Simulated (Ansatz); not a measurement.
[TaO2(OH)2]- (TaO4H2⁻). Charge -1, multiplicity 1. Geometry PBE-D4/def2-SVPD.

Cartesian coordinates in Å:
```
Ta 0.433 0.039 -0.085
O 2.057 -0.381 -0.730
O 0.500 1.599 0.804
O -0.165 -1.398 1.189
H -0.535 -1.100 2.035
O -0.859 0.229 -1.613
H -1.432 1.011 -1.600
```

In the def2 sets Ta takes a core potential; there is no spin–orbit coupling.

(1) Estimate the orbital energies around the gap (eV) in Ansatz with PBE-D4/def2-SVPD, PBE-D4/def2-TZVPD, r2SCAN-D4/def2-TZVPD, PBE0-D4/def2-TZVPD, BHLYP-D4/def2-TZVPD.

Results:

(1) 
```csv
orbital,PBE-D4/def2-SVPD,PBE-D4/def2-TZVPD,r2SCAN-D4/def2-TZVPD,PBE0-D4/def2-TZVPD,BHLYP-D4/def2-TZVPD
HOMO−5,-2.94,-2.90,-3.26,-4.59,-6.27
HOMO−4,-2.74,-2.64,-2.95,-4.24,-5.81
HOMO−3,-2.42,-2.32,-2.57,-3.77,-5.17
HOMO−2,-1.91,-1.85,-2.11,-3.37,-4.87
HOMO−1,-1.71,-1.64,-1.90,-3.09,-4.50
HOMO,-1.05,-0.98,-1.24,-2.46,-3.92
LUMO,2.72,2.54,3.07,3.10,3.43
LUMO+1,3.43,3.06,3.62,3.57,3.84
LUMO+2,3.99,3.78,4.23,4.14,4.35
LUMO+3,4.27,3.85,4.26,4.27,4.52
LUMO+4,4.44,4.08,4.40,4.89,5.42
LUMO+5,4.53,4.26,4.57,5.01,5.43
```
